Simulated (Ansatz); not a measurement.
Start from `CC(C)[O][Al]([F])[Cl]` and change one atom or group to get `COC(C)C`.

Ansatz, PBE0-D4/def2-TZVP geometries, multiplicity 1. Each molecule was computed in one conformer, which needn't be the lowest.

```json
{"property": "LUMO energy (PBE0/def2-TZVPP) / eV", "`CC(C)[O][Al]([F])[Cl]`": "-0.76"}
{"property": "LUMO energy (B3LYP/def2-TZVPP) / eV", "`CC(C)[O][Al]([F])[Cl]`": "-1.06"}
{"property": "HOMO energy (B3LYP/def2-TZVPP) / eV", "`CC(C)[O][Al]([F])[Cl]`": "-8.32"}
{"property": "size of the dipole moment (PBE/def2-TZVPP) / D", "`CC(C)[O][Al]([F])[Cl]`": "2.17"}
{"property": "HOMO–LUMO gap (B3LYP/def2-TZVPP) / eV", "`CC(C)[O][Al]([F])[Cl]`": "7.27"}
{"property": "HOMO energy (PBE/def2-TZVPP) / eV", "`CC(C)[O][Al]([F])[Cl]`": "-7.05"}
```

Task: What does the change do to each property? (Estimate.)

Result: Ansatz gave: 
```json
{"property": "LUMO energy (PBE0/def2-TZVPP) / eV", "`COC(C)C`": "1.28", "shift": "2.04"}
{"property": "LUMO energy (B3LYP/def2-TZVPP) / eV", "`COC(C)C`": "0.94", "shift": "2.00"}
{"property": "HOMO energy (B3LYP/def2-TZVPP) / eV", "`COC(C)C`": "-7.08", "shift": "1.24"}
{"property": "size of the dipole moment (PBE/def2-TZVPP) / D", "`COC(C)C`": "1.08", "shift": "-1.09"}
{"property": "HOMO–LUMO gap (B3LYP/def2-TZVPP) / eV", "`COC(C)C`": "8.02", "shift": "0.75"}
{"property": "HOMO energy (PBE/def2-TZVPP) / eV", "`COC(C)C`": "-5.73", "shift": "1.32"}
```

With PBE0 the HOMO rises by 1.26 eV and the LUMO rises by 2.04 eV, so the gap widens by about 0.78 eV. PBE moves the HOMO by 1.32 eV and ωB97M-V by 1.23 eV. Dipoles are sizes alone; their direction can turn.

B3LYP here is the variant with VWN-RPA as its local correlation; programs differ in this.
